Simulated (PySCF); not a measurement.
SMILES [SiH3]CC[Si](Cl)(Cl)Cl (C₂H₇Cl₃Si₂), PBE0/def2-SVP optimised geometry. Atoms within 1.6 Å of the plane z = 0.6 Å (x, y, z in Å): Si1 (2.29, -0.96, -0.01), C2 (0.40, -0.96, 0.00), C3 (-0.22, 0.44, 0.00), Si4 (-2.09, 0.44, 0.00), Cl5 (-2.81, 2.36, 0.00), Cl7 (-2.80, -0.53, 1.66), H8 (2.81, -2.36, -0.01), H9 (2.80, -0.26, 1.21), H11 (0.06, -1.53, 0.88), H12 (0.06, -1.53, -0.88), H13 (0.09, 1.02, 0.88), H14 (0.09, 1.03, -0.88).

Method: PBE0/def2-TZVP (PySCF 2.14.0).

Map of the Laplacian of the electron density (e/bohr⁵), clipped to [-1.50, 1.50] on the plane z = 0.6 Å:

```
|-----------------------------|
|-----------------------------|
|-----------------------------|
|-----------------------------|
|-----------------------------|
|-----====--------------------|
|----=---=--------------------|
|---==: .==-------------------|
|----=:.:==-------------------|
|----==--==-------------------|
|-----==-----====-------------|
|--------=---=- -=------------|
|-------=%+--=: -=------------|
|-------+@#--=--==------------|
|-----=--==-======------------|
|-----=------======---:-------|
|-----====---======-=#+-------|
|-----===----==:.---=@%-------|
|-------------- .==--==-------|
|-------------=--==-----------|
|--------------==-------------|
|-----------------------------|
|-----------------------------|
|-----------------------------|
|-----------------------------|
|-----------------------------|
|-----------------------------|
|-----------------------------|
|-----------------------------|
```
Scale: ten equal steps from -0.883 (start of ' ') to 1.50 (end of '@'), in the order ' .:-=+*#%@'; x runs from -5.00 to 5.00, y from -5.00 (bottom) to 5.00 (top).
